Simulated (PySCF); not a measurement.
Cl⁺: excitation energy

Cl⁺ [Ne] 3s2 3p4 (3P) → Cl⁺ [Ne] 3s1 3p4 4s1 (5P), as a difference of total energies. Calculation: PySCF 2.14, in dyall-acv3z (19s12p6d4f, 113 functions); no relativity, point nucleus. Correlated levels: valence: [Ne] frozen; virtual orbitals above 40 to 60 times the deepest correlated orbital energy dropped. The calculations carry no spin-orbit coupling.

| method | excitation energy (eV) |
| --- | --- |
| UHF | 25.383 |
| MP2 (valence) | 25.626 |
| SCS-MP2 (valence) | 25.824 |
| CCSD (valence) | 25.489 |
| CCSD(T) (valence) | 25.144 |

How much does correlation contribute at CCSD(T) (valence)?

25.144 − (25.383) = -0.239 eV, measured against UHF.

A first-order spin-orbit estimate (lowest level to lowest level, LS coupling) adds -0.006 eV.

The upper state lies above the first ionisation limit, where it may autoionise and the basis confines it. A Rydberg-like electron needs more diffuse functions than a valence basis has.

The promoted electron is Rydberg-like, and one or two diffuse shells describe it only roughly, which tends to raise the upper state.

The coupled-cluster amplitudes are large for the upper state (T1 above 0.03 or a double amplitude above 0.15), so a single reference is strained.
